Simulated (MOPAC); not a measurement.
Input file for MOPAC: AM1 on ZnO+, 2S+1 = 2, a spin state set in the input, which need not be the lowest, a point of a bond scan (R = 1.850 Å). Charge +1.

```
AM1 1SCF PRECISE CHARGE=1 UHF MS=0.5 THREADS=1
OZn

Zn     0.00000000 1     0.00000000 1     0.00000000 1
O      0.00000000 1     0.00000000 1     1.85001600 1
```

Program output:

```
*******************************************************************************
 **                                                                           **
 **                              MOPAC v23.2.5                                **
 **                                                                           **
 *******************************************************************************
 ** MOPAC's Digital Object Identifier: https://doi.org/10.5281/zenodo.6511958 **
 **                                                                           **
 ** Please cite the open-source release paper for use of this MOPAC version:  **
 ** J. E. Moussa and J. J. P. Stewart (2026)                                  **
 ** MOPAC: An open-source semiempirical molecular orbital program             **
 ** J. Open Source Softw., 11(119), 8025, https://doi.org/10.21105/joss.08025 **
 *******************************************************************************

                              AM1 CALCULATION RESULTS

 *******************************************************************************
 *  AM1        - The AM1 Hamiltonian to be used
 *  UHF        - UNRESTRICTED HARTREE-FOCK CALCULATION
 *
 *
 *
 *                 CHARGE ON SYSTEM = +1
 *
 *
 *
 *  MS=        - IN MECI, MAGNETIC COMPONENT OF SPIN =  0.5
 *  PRECISE    - TIGHTER CRITERIA TO BE USED
 *  1SCF       - DO 1 SCF AND THEN STOP
 *  THREADS=1  - MULTI-THREADING NOT USED
 *  T=         - A TIME OF 172800.0 SECONDS REQUESTED
 *  DUMP=N     - RESTART FILE WRITTEN EVERY 7200.0 SECONDS REQUESTED
 *******************************************************************************
AM1 1SCF PRECISE CHARGE=1 UHF MS=0.5 THREADS=1
 OZn

   ATOM   CHEMICAL          X               Y               Z
  NUMBER   SYMBOL      (ANGSTROMS)     (ANGSTROMS)     (ANGSTROMS)

     1      Zn          0.00000000  *   0.00000000  *   0.00000000  *
     2       O          0.00000000  *   0.00000000  *   1.85001600  *



          CARTESIAN COORDINATES

    NO.       ATOM           X           Y           Z

     1        Zn          0.0000      0.0000      0.0000
     2         O          0.0000      0.0000      1.8500

  O: (AM1): M.J.S. DEWAR ET AL, J. AM. CHEM. SOC. 107 3902-3909 (1985)
 Zn: (AM1): M.J.S. DEWAR, K.M. MERZ, ORGANOMETALLICS, 7, 522-524 (1988).

           Empirical Formula: O Zn  =     2 atoms



      MOLECULAR POINT GROUP   :   C*v


          UHF CALCULATION, NO. OF ALPHA ELECTRONS =    4
                           NO. OF BETA  ELECTRONS =    3

 -------------------------------------------------------------------------------
 AM1 1SCF PRECISE CHARGE=1 UHF MS=0.5 THREADS=1
 OZn



     1SCF WAS SPECIFIED, SO BFGS WAS NOT USED
     SCF FIELD WAS ACHIEVED


                              AM1 CALCULATION
                                                       MOPAC v23.2.5 Linux




          FINAL HEAT OF FORMATION =        301.76817 KCAL/MOL =    1262.59800 KJ/MOL


          COSMO AREA              =         54.32 SQUARE ANGSTROMS
          COSMO VOLUME            =         34.95 CUBIC ANGSTROMS

          IONIZATION POTENTIAL    =         19.763898 EV
          ALPHA SOMO LUMO (EV)    =        -21.038 -8.768
          BETA  SOMO LUMO (EV)    =        -19.764 -9.318
          NO. OF ALPHA ELECTRONS  =          4
          NO. OF BETA  ELECTRONS  =          3
          MOLECULAR WEIGHT        =         81.3794         POINT GROUP:  C*v

          MOLECULAR DIMENSIONS (Angstroms)

            Atom       Atom       Distance
            O     2   Zn     1     1.85002
            O     2   Zn     1     0.00000
           Zn     1    O     2     0.00000


          SCF CALCULATIONS        =          1





   ATOM   CHEMICAL          X               Y               Z
  NUMBER   SYMBOL      (ANGSTROMS)     (ANGSTROMS)     (ANGSTROMS)

     1      Zn          0.00000000  *   0.00000000  *   0.00000000  *
     2       O          0.00000000  *   0.00000000  *   1.85001600  *

                             CARTESIAN COORDINATES

   1   Zn        0.000000000     0.000000000     0.000000000
   2    O        0.000000000     0.000000000     1.850016000


           Empirical Formula: O Zn  =     2 atoms



      MOLECULAR POINT GROUP   :   C*v


          ALPHA EIGENVALUES
 -43.51902 -22.76488 -22.49793 -21.03805  -8.76770  -5.60977  -5.58301  -4.71038


           BETA EIGENVALUES
 -37.87947 -20.30880 -19.76390  -9.31842  -8.68359  -5.90605  -4.75395  -4.10230


              NET ATOMIC CHARGES AND DIPOLE CONTRIBUTIONS

  ATOM NO.   TYPE          CHARGE      No. of ELECS.   s-Pop       p-Pop
    1         Zn           0.891501        1.1085     0.82408     0.28442
    2          O           0.108499        5.8915     1.92949     3.96201
 DIPOLE           X         Y         Z       TOTAL
 POINT-CHG.     0.000     0.000    -0.783     0.783
 HYBRID        -0.000     0.000    -1.937     1.937
 SUM           -0.000     0.000    -2.720     2.720


          ATOMIC ORBITAL ELECTRON POPULATIONS

     Atom    s        px        py        pz
    1 Zn   0.82408   0.09944   0.02998   0.15500
    2  O   1.92949   1.90056   0.97002   1.09143


                    (SZ)    =    0.500000
                    (S**2)  =    1.108954


          ATOMIC ORBITAL SPIN POPULATIONS

    Atom   Total    s     px     py     pz
         Atomic
    1 Zn -0.5511 -0.570 -0.019  0.030  0.007
    2  O  1.5511  0.006  0.019  0.970  0.557

 **********************
 *                    *
 * JOB ENDED NORMALLY *
 *                    *
 **********************




 == MOPAC DONE ==
```

The run finished. Its determinant has ⟨S²⟩ = 1.11, a mixture of spin states.

Cost: about 0.020 core-seconds (a rough figure).
